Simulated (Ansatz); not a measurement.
Isolated molecules relaxed with PBE0-D4/def2-TZVP in Ansatz; ΔE leaves out vibrations. CCSD(T)/CBS is the MP2 limit (def2-TZVPP, def2-QZVPP) plus CCSD(T) − MP2 in def2-TZVPP, frozen cores. This one scheme is used for every species, atoms too. DFT in def2-TZVPP. B3LYP here is the variant with VWN-RPA as its local correlation; programs differ in this. Open shells (•) are unrestricted, without spin–orbit coupling. Spin–orbit coupling would lower the free atoms: a little for C, Si. One conformer a species, not always the lowest.

`CNC1C[SiH2]1` → 3 C• + 9 H• + N• + Si•  (atomization)

```tsv
level	ΔE (eV)
B3LYP	52.54
HF/def2-TZVPP	38.25
```

Q: What does CCSD(T)/CBS give? (Best estimate.)

A: Ansatz gave: +52.86 eV. The listed levels differ from it by -0.32, -14.61 eV.

Q: What do rigid-rotor, harmonic-oscillator terms from PBE0-D4/def2-TZVP frequencies (298.15 K, 1 bar) make of the CCSD(T)/CBS value? (An estimate is asked.)

A: Ansatz gave: ΔZPE = -3.14 eV, ΔH = +50.41 eV, ΔS = 1498 J/(mol·K), ΔG = +45.78 eV. Open shells count their whole term as degenerate.

Largest T1 diagnostic among the species: 0.012.

The D4 term adds +0.46 eV with B3LYP and +0.24 eV with PBE0; it sums over pairs of atoms, weighted by their polarisabilities, and B3LYP, whose exchange is more repulsive, gets the larger term. From PBE to PBE0 (25 % exact exchange), in def2-TZVPP and without D4, ΔE moves by −0.72 eV: exact exchange takes away binding that semilocal exchange gives to molecules.

For atomizations the MP2-based limit and the directly extrapolated one differ by several kJ/mol either way, and by 10 to 25 for some Ge, Se and Sn compounds, so smaller differences from it don't rank the levels.
